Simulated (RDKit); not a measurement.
RDKit input (MMFF94):

```python
from rdkit import Chem
from rdkit.Chem import AllChem, rdDetermineBonds

mol = Chem.MolFromXYZFile('mol.xyz')
rdDetermineBonds.DetermineBonds(mol, charge=-1)
print('SMILES', Chem.MolToSmiles(Chem.RemoveHs(mol)))
ff = AllChem.MMFFGetMoleculeForceField(mol, AllChem.MMFFGetMoleculeProperties(mol))
e0 = ff.CalcEnergy()
flag = ff.Minimize(maxIts=5000, forceTol=1e-5)
print(f'energy {e0:.4f} -> {ff.CalcEnergy():.4f} kcal/mol, converged: {flag == 0}')
print(Chem.MolToXYZBlock(mol))
```
mol.xyz:
```
7

F      1.83350600     1.22440600     0.41431600
Si     1.24399400    -0.09732200    -0.48491400
Si    -1.04055000     0.05240600     0.28594000
F     -1.96634700    -1.16597900    -0.34062200
H      1.52949000    -1.21470400     0.54471900
H     -1.41672700     0.02258500     1.75032400
H     -1.76541100     1.29510500    -0.17265600
```

Output:

```
SMILES F[SiH-][SiH2]F
energy 43.9016 -> 30.5826 kcal/mol, converged: True
7

F      1.873610    1.223916    0.458511
Si     1.105224   -0.059490   -0.125200
Si    -1.163432    0.062333    0.253085
F     -1.911771   -1.157976   -0.475834
H      1.708699   -1.282216    0.474987
H     -1.475775    0.000136    1.706955
H     -1.718601    1.329795   -0.295397
```

The dipole moment of an ion depends on the origin.

The geometry given is a B3LYP-D3(BJ)/def2-TZVP minimum.
